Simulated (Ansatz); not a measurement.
Consider the silylene formation by 1,1-elimination: `C[Si](C)(C)[CH2][Ga]([Cl])[Cl]` → `C[CH2][Ga]([Cl])[Cl]` + `C[Si]C`.

Computed with Ansatz on PBE0-D4/def2-TZVP structures; ΔE is electronic, products minus reactants. CCSD(T)/CBS is the MP2 limit (def2-TZVPP, def2-QZVPP) plus CCSD(T) − MP2 in def2-TZVPP, frozen cores. DFT in def2-TZVPP. B3LYP here is the variant with VWN-RPA as its local correlation; programs differ in this. For Ga outer-core shells are correlated without core-valence functions, which leaves a few kJ/mol of doubt a bond. Scalar relativity is left out up to krypton. One conformer a species, not always the lowest.

`C[Si](C)(C)[CH2][Ga]([Cl])[Cl]`:

```xyz
19

C     1.368   -1.869    0.037
Si    0.276   -0.365   -0.182
C    -1.501   -0.899   -0.452
C     0.860    0.665   -1.630
C     0.359    0.691    1.382
Ga   -1.083    1.979    1.432
Cl   -2.854    1.714    2.606
Cl   -1.114    3.751    0.228
H     1.357   -2.492   -0.862
H     2.404   -1.579    0.230
H     1.029   -2.484    0.875
H    -2.155   -0.050   -0.677
H    -1.907   -1.406    0.427
H    -1.575   -1.589   -1.297
H     0.792    0.097   -2.562
H     1.902    0.970   -1.502
H     0.261    1.572   -1.745
H     0.271    0.066    2.274
H     1.311    1.228    1.419
```

`C[CH2][Ga]([Cl])[Cl]`:

Cartesian coordinates in Å:
```
C 0.309 1.240 -0.497
C 0.478 0.118 0.517
Ga -0.661 -1.440 0.197
Cl -2.030 -1.547 -1.447
Cl -0.659 -3.180 1.443
H 0.541 0.909 -1.512
H 0.971 2.078 -0.264
H -0.714 1.622 -0.512
H 0.258 0.454 1.535
H 1.507 -0.255 0.541
```

`C[Si]C`:

Cartesian coordinates in Å:
```
C -1.239 -0.435 -0.564
Si 0.150 -1.180 0.490
C 1.249 0.362 0.593
H -1.854 0.151 0.139
H -1.894 -1.181 -1.017
H -0.891 0.267 -1.329
H 0.691 1.300 0.683
H 2.008 0.308 1.375
H 1.779 0.407 -0.371
```

CCSD(T)/CBS gives +3.16 eV.

(1) Another level gave +3.08 eV. Which?
A. r2SCANh-D4/def2-TZVPP
B. B2PLYP/def2-TZVPP
C. SCS-MP2/def2-TZVPP
D. B3LYP-D4/def2-TZVPP

Largest T1 diagnostic among the species: 0.012.

## Answers

(1) D. B3LYP-D4 3.08, SCS-MP2/def2-TZVPP 3.16, B2PLYP 2.99, r2SCANh-D4 3.35 eV.

Leaving LDA and LC-ωPBE aside and taking each functional with its dispersion term where it has one, the values, not all of them listed here, spread over 0.44 eV, from BLYP-D4 to r2SCAN0-D4. LDA lies +0.41 eV from PBE without D4. At CCSD(T), def2-SVP lies −0.27 eV from the extrapolated value and def2-TZVPP −0.04 eV.

CCSD(T)/CBS has its own doubt, a few kJ/mol and more with outer-core shells, so smaller differences from it don't rank the levels.
